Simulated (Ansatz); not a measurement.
Gas-phase reaction R1 → 3 P1, each structure at its B3LYP-D3(BJ)/def2-TZVP stationary point, reached from a drawn start (curvature not checked).
P1: O atom, charge 0, multiplicity 3.
R1: O3 (SMILES O=[O+][O-]), charge 0, multiplicity 1.

P less R. No zero-point or thermal terms; singlets are restricted closed shells; open shells are unrestricted; no spin–orbit coupling.

Codes used: Ansatz (Gaussian orbitals). Each number belongs to the level named beside it.

Problem. Give the reaction energy at the level PBE/def2-TZVPP.

Solution. 184.5 kcal/mol

Problem. Predict the reaction energy from BLYP/def2-TZVPP.

Solution. 169.1 kcal/mol

Problem. Predict the reaction energy from CAM-B3LYP/def2-TZVPP.

Solution. 137.1 kcal/mol

Ansatz is a quantum-chemistry and plane-wave program.
